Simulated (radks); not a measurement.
All-electron atom: Hg I in [Xe] 4f14 5d10 6s1 7p1 (not the ground configuration).

All-electron calculation, scalar-relativistic Kohn-Sham, r2SCAN, spin-unpolarised, spherical densities, finite nucleus; meta-GGA in the generalised Kohn-Sham scheme; Fermi nuclear charge, rms radius 5.4648 fm. Program: a radial shooting solver on a logarithmic mesh with Libxc functionals.

Energy parts (Ry):
total: -39239.8223
kinetic: 44025.3435
electron-nucleus: -97701.1606
Hartree: 15177.4377
exchange-correlation: -741.4429

Orbitals (lengths in bohr, moments of r in powers of bohr; r(max) is where P^2 peaks):
| orbital | occ. | eigenvalue (Ry) | <r^2> | r(max) |
|---|---|---|---|---|
| 1s | 2 | -6118.469 | 0.0003810 | 0.01022 |
| 2s | 2 | -1086.917 | 0.005796 | 0.05913 |
| 2p | 6 | -937.3319 | 0.004899 | 0.04906 |
| 3s | 2 | -259.1067 | 0.03728 | 0.1666 |
| 3p | 6 | -215.6966 | 0.03844 | 0.1662 |
| 3d | 10 | -169.8825 | 0.03189 | 0.1356 |
| 4s | 2 | -57.81360 | 0.1797 | 0.3757 |
| 4p | 6 | -43.52014 | 0.2053 | 0.3956 |
| 4d | 10 | -26.45862 | 0.2325 | 0.4028 |
| 4f | 14 | -7.58098 | 0.2811 | 0.3676 |
| 5s | 2 | -9.31522 | 0.9195 | 0.8288 |
| 5p | 6 | -5.48230 | 1.228 | 0.9287 |
| 5d | 10 | -1.20190 | 2.535 | 1.160 |
| 6s | 1 | -0.87059 | 7.126 | 2.140 |
| 7p | 1 | -0.07273 | 136.3 | 10.43 |

The highest occupied level is 7p at -0.990 eV. The electron density at the nucleus is 2.499e+06 e/bohr^3 (large components only).
